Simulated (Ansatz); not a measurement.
`C[N](C)[GeH]` + HCl → `[Cl][GeH]` + `CNC`  (ligand exchange at a Ge–N bond)

Gas-phase electronic energies from Ansatz, PBE0-D4/def2-TZVP geometries. CCSD(T)/CBS adds triple-zeta CCSD(T) − MP2 to the extrapolated MP2 energy (def2 sets, frozen cores). This one scheme is used for every species. Functionals use def2-TZVPP. B3LYP here is the variant with VWN-RPA as its local correlation; programs differ in this. HSE06 is defined as in plane-wave codes. For Ge outer-core shells are correlated without core-valence functions, which leaves a few kJ/mol of doubt a bond. Scalar relativity is left out up to krypton.

`C[N](C)[GeH]`:

```xyz
11

C     1.213    0.471   -0.501
N    -0.041    0.316    0.199
C    -0.681   -0.945   -0.091
Ge   -0.638    1.642    1.299
H     1.068    0.419   -1.588
H     1.921   -0.321   -0.227
H     1.667    1.435   -0.262
H    -1.616   -1.030    0.458
H    -0.032   -1.787    0.185
H    -0.894   -1.039   -1.165
H    -1.967    0.840    1.693
```

HCl:

Cartesian coordinates in Å:
```
Cl 0.464 0.400 0.184
H -0.464 -0.400 -0.184
```

`[Cl][GeH]`:

Cartesian coordinates in Å:
```
Cl 1.352 0.114 0.814
Ge -0.154 -0.639 -0.576
H -1.198 0.525 -0.238
```

`CNC`:

Cartesian coordinates in Å:
```
C 0.563 -0.898 -0.580
N -0.520 0.052 -0.481
C -0.518 0.775 0.770
H 0.553 -1.376 -1.561
H 0.428 -1.683 0.171
H 1.563 -0.459 -0.419
H -0.476 0.703 -1.254
H -0.711 0.080 1.592
H -1.318 1.518 0.772
H 0.434 1.289 0.990
```

| level | ΔE (kJ/mol) | difference from CCSD(T)/CBS |
| --- | --- | --- |
| LDA (SPW92) | -13.5 | 8.5 |
| PBE-D4 | -27.4 | -5.4 |
| revPBE-D4 | -25.3 | -3.3 |
| BLYP-D4 | -26.9 | -4.9 |
| r2SCAN-D4 | -27.4 | -5.4 |
| B97M-V | -34.8 | -12.8 |
| PBE0-D4 | -33.0 | -11.0 |
| B3LYP-D4 | -32.1 | -10.1 |
| r2SCANh-D4 | -29.9 | -7.9 |
| r2SCAN0-D4 | -33.3 | -11.3 |
| HSE06-D4 | -33.4 | -11.4 |
| CAM-B3LYP-D4 | -31.5 | -9.5 |
| ωB97X-V | -33.8 | -11.8 |
| ωB97M-V | -34.8 | -12.8 |
| B2PLYP | -30.3 | -8.3 |
| PBE-QIDH | -28.8 | -6.8 |
| PBE | -33.3 | -11.3 |
| revPBE | -40.1 | -18.1 |
| r2SCAN | -29.0 | -7.0 |
| PBE0 | -38.1 | -16.1 |
| B3LYP | -41.6 | -19.6 |
| r2SCAN0 | -35.2 | -13.2 |
| HSE06 | -38.3 | -16.3 |
| BHLYP | -47.0 | -25.0 |
| LC-ωPBE | -33.5 | -11.5 |
| RPA@PBE/def2-TZVPP | -16.9 | 5.1 |
| HF/def2-SVP | -54.8 | -32.8 |
| MP2/def2-SVP | -7.4 | 14.6 |
| CCSD/def2-SVP | -19.0 | 3.0 |
| CCSD(T)/def2-SVP | -12.4 | 9.6 |
| HF/def2-TZVPP | -61.2 | -39.2 |
| MP2/def2-TZVPP | -13.7 | 8.3 |
| SCS-MP2/def2-TZVPP | -20.1 | 1.9 |
| CCSD(T)/def2-TZVPP | -18.3 | 3.7 |
| HF/def2-QZVPP | -61.5 | -39.5 |
| MP2/def2-QZVPP | -15.9 | 6.1 |
| SCS-MP2/def2-QZVPP | -22.5 | -0.5 |
| HF/CBS(def2) | -61.5 | -39.5 |
| MP2/CBS(def2) | -17.3 | 4.7 |
| CCSD/CBS(def2) | -28.9 | -6.9 |
| CCSD(T)/CBS | -22.0 | 0 |

Largest T1 diagnostic among the species: 0.016.

From BLYP to BHLYP (50 % exact exchange), in def2-TZVPP and without D4, ΔE moves by −7.8 kJ/mol. In def2-TZVPP, CCSD(T) changes the Hartree–Fock value by +42.9 kJ/mol (the triples alone add +6.9 kJ/mol) and MP2 by +47.5 kJ/mol. The D4 term adds +9.4 kJ/mol with B3LYP and +5.1 kJ/mol with PBE0; it sums over pairs of atoms, weighted by their polarisabilities, and B3LYP, whose exchange is more repulsive, gets the larger term.
